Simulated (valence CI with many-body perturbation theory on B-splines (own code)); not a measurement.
**E1 line list for Ga26+**

Method: valence CI with perturbative core correlation (CI+MBPT): three valence electrons over a frozen Dirac-Fock core [He], radial functions for each j: 11 s, 11 p, 10 d, 8 f, 5 g, 2 h, with the one-electron correlation potential Σ1, the two-electron term Σ2, the three-electron term Σ3, Breit, model QED; selected CI, second order for the rest, scaled by the run's own slope (own B-spline code, finite nucleus).

The last digits are not significant, and no measured levels were compared; by estimate large intervals hold to a few tenths of a per cent, small ones and those within an open d or f shell to about a per cent.

Lines 101 to 150 of 580 in falling wavelength, among levels below 17758 × 10³ cm⁻¹, chosen from the strongest by gf and those to the six lowest levels. Wavelengths and rates use the calculated energies. Electric multipoles are in the length gauge, E1 and E2 with the static RPA response of the core. Weak lines are less certain than strong ones. Lines between different terms over intervals too small for the method are left out, as are lines whose strength nearly cancels. Where a level lies close to another of its J and parity, the split of strength between their lines is uncertain. The highest levels of a list are the least certain.

Levels are named by their leading jj configuration (3d3/2^4 stands for four electrons in 3d with j = 3/2), which in mixed levels can hold well under half, so a name can repeat and another be missing. Letters in brackets count levels of one name in rising energy.

```
λ vac (Å)                          Upper                       Lower   A (s⁻¹)  S (a.u.) with core polarisation  S without
    324.3     (2s 2p1/2 3p3/2) J=3/2 [a]     (2s 2p1/2 3s) J=1/2 [a]  2.84e+09                         1.91e-01   1.91e-01
    312.1  (2p1/2 2p3/2 3p3/2) J=5/2 [b]      (2p1/2 2p3/2 3s) J=5/2  1.41e+09                         1.27e-01   1.27e-01
    276.2     (2s 2p3/2 3p3/2) J=5/2 [a]         (2s 2p3/2 3s) J=5/2  1.79e+09                         1.12e-01   1.12e-01
    272.2      (2p3/2^2 3p3/2) J=3/2 [a]          (2p3/2^2 3s) J=3/2  6.46e+09                         2.57e-01   2.57e-01
    150.5          (2p3/2^2 3p3/2) J=5/2  (2s 2p3/2 3p3/2) J=3/2 [b]  6.14e+09                         6.20e-02   6.21e-02
    146.3          (2p3/2^2 3d5/2) J=9/2  (2s 2p3/2 3d5/2) J=7/2 [b]  4.98e+09                         7.71e-02   7.74e-02
    143.2          (2p3/2^2 3p3/2) J=7/2  (2s 2p3/2 3p3/2) J=5/2 [b]  8.86e+09                         1.03e-01   1.03e-01
    138.5  (2p1/2 2p3/2 3d5/2) J=7/2 [a]      (2s 2p3/2 3d5/2) J=9/2  5.54e+09                         5.81e-02   5.83e-02
    137.9             (2p3/2^2 3s) J=5/2     (2s 2p3/2 3s) J=3/2 [b]  8.58e+09                         6.65e-02   6.67e-02
    133.7          (2p3/2^2 3p1/2) J=5/2  (2s 2p3/2 3p1/2) J=3/2 [b]  7.37e+09                         5.21e-02   5.23e-02
    132.7          (2p1/2^2 3d5/2) J=5/2      (2s 2p1/2 3d5/2) J=7/2  9.06e+09                         6.27e-02   6.29e-02
    128.5          (2p1/2 2p3/2^2) J=3/2      (2s 2p1/2 2p3/2) J=1/2  1.24e+10                         5.19e-02   5.21e-02
    127.8      (2p1/2 2p3/2 3d5/2) J=9/2      (2s 2p3/2 3d5/2) J=9/2  7.57e+09                         7.80e-02   7.83e-02
    127.2      (2p1/2 2p3/2 3p3/2) J=7/2      (2s 2p3/2 3p3/2) J=7/2  8.67e+09                         7.04e-02   7.07e-02
    122.9         (2p1/2 2p3/2 3s) J=5/2         (2s 2p3/2 3s) J=5/2  9.40e+09                         5.17e-02   5.18e-02
    116.4          (2p1/2 2p3/2^2) J=5/2          (2s 2p3/2^2) J=5/2  1.56e+10                         7.30e-02   7.32e-02
    116.2             (2s 2p3/2^2) J=5/2          (2s^2 2p3/2) J=3/2  8.83e+09                         4.10e-02   4.11e-02
    113.8          (2p1/2 2p3/2^2) J=3/2  (2s 2p1/2 2p3/2) J=3/2 [b]  8.37e+09                         2.43e-02   2.44e-02
    111.3                (2p3/2^3) J=3/2          (2s 2p3/2^2) J=3/2  3.66e+10                         9.96e-02   1.00e-01
    108.3          (2p1/2^2 2p3/2) J=3/2      (2s 2p1/2 2p3/2) J=5/2  2.32e+10                         5.80e-02   5.82e-02
    106.6      (2p3/2^2 3d5/2) J=5/2 [b]  (2s 2p3/2 3d5/2) J=5/2 [b]  1.53e+10                         5.49e-02   5.51e-02
    105.8          (2p3/2^2 3p3/2) J=5/2  (2s 2p3/2 3p3/2) J=5/2 [a]  1.17e+10                         4.11e-02   4.12e-02
    105.8          (2p1/2 2p3/2^2) J=5/2  (2s 2p1/2 2p3/2) J=3/2 [b]  8.68e+09                         3.04e-02   3.05e-02
    103.6      (2p1/2 2p3/2 3p3/2) J=7/2      (2s 2p1/2 3p3/2) J=5/2  1.02e+10                         4.48e-02   4.50e-02
    102.5      (2p3/2^2 3d5/2) J=5/2 [b]  (2s 2p3/2 3d5/2) J=7/2 [b]  2.69e+10                         8.58e-02   8.61e-02
    102.2          (2p3/2^2 3p1/2) J=1/2  (2s 2p3/2 3p1/2) J=3/2 [b]  3.94e+10                         4.15e-02   4.16e-02
    101.9      (2p3/2^2 3p3/2) J=3/2 [b]  (2s 2p3/2 3p3/2) J=5/2 [b]  2.89e+10                         6.04e-02   6.05e-02
    101.8      (2p3/2^2 3d3/2) J=3/2 [b]  (2s 2p3/2 3d3/2) J=5/2 [b]  3.11e+10                         6.48e-02   6.50e-02
    100.2     (2s 2p3/2 3d5/2) J=7/2 [b]          (2s^2 3d5/2) J=5/2  2.05e+10                         8.15e-02   8.18e-02
    99.39     (2s 2p3/2 4f7/2) J=7/2 [b]          (2s^2 4f7/2) J=7/2  2.77e+10                         1.07e-01   1.08e-01
    99.38     (2s 2p3/2 4f5/2) J=5/2 [b]          (2s^2 4f5/2) J=5/2  2.91e+10                         8.45e-02   8.48e-02
    98.97     (2s 2p3/2 4d5/2) J=7/2 [b]          (2s^2 4d5/2) J=5/2  2.41e+10                         9.21e-02   9.25e-02
    98.70     (2s 2p3/2 4p3/2) J=5/2 [b]          (2s^2 4p3/2) J=3/2  3.05e+10                         8.68e-02   8.71e-02
    98.63             (2p3/2^2 3s) J=3/2     (2s 2p3/2 3s) J=3/2 [a]  2.10e+10                         3.98e-02   3.99e-02
    98.51     (2s 2p3/2 4f7/2) J=9/2 [b]          (2s^2 4f7/2) J=7/2  2.39e+10                         1.13e-01   1.13e-01
    98.45     (2s 2p3/2 4f5/2) J=7/2 [b]          (2s^2 4f5/2) J=5/2  2.20e+10                         8.29e-02   8.32e-02
    98.38     (2s 2p3/2 4d3/2) J=3/2 [b]          (2s^2 4d3/2) J=3/2  3.16e+10                         5.93e-02   5.95e-02
    98.29     (2s 2p3/2 4d3/2) J=5/2 [b]          (2s^2 4d3/2) J=3/2  2.41e+10                         6.78e-02   6.81e-02
    98.23     (2s 2p3/2 3p3/2) J=5/2 [b]          (2s^2 3p3/2) J=3/2  2.66e+10                         7.48e-02   7.50e-02
    98.17     (2s 2p3/2 4d5/2) J=5/2 [b]          (2s^2 4d5/2) J=5/2  3.30e+10                         9.26e-02   9.29e-02
    98.12     (2s 2p3/2 3d3/2) J=5/2 [b]          (2s^2 3d3/2) J=3/2  2.12e+10                         5.92e-02   5.94e-02
    98.07          (2p1/2^2 2p3/2) J=3/2  (2s 2p1/2 2p3/2) J=3/2 [a]  1.61e+10                         3.00e-02   3.01e-02
    97.97     (2s 2p3/2 4p1/2) J=3/2 [b]          (2s^2 4p1/2) J=1/2  3.11e+10                         5.77e-02   5.79e-02
    97.83     (2s 2p3/2 4p3/2) J=3/2 [b]          (2s^2 4p3/2) J=3/2  3.37e+10                         6.23e-02   6.25e-02
    97.75     (2s 2p3/2 4f7/2) J=5/2 [b]          (2s^2 4f7/2) J=7/2  3.25e+10                         9.00e-02   9.03e-02
    97.71     (2s 2p3/2 4f5/2) J=3/2 [b]          (2s^2 4f5/2) J=5/2  3.41e+10                         6.27e-02   6.30e-02
    97.70        (2s 2p3/2 4s) J=3/2 [b]             (2s^2 4s) J=1/2  3.33e+10                         6.13e-02   6.15e-02
    97.20     (2s 2p3/2 3d3/2) J=3/2 [b]          (2s^2 3d3/2) J=3/2  2.84e+10                         5.16e-02   5.17e-02
    97.03     (2s 2p3/2 4d5/2) J=3/2 [b]          (2s^2 4d5/2) J=5/2  3.83e+10                         6.91e-02   6.93e-02
    97.02     (2s 2p1/2 2p3/2) J=3/2 [b]          (2s^2 2p1/2) J=1/2  2.26e+10                         4.07e-02   4.08e-02
```
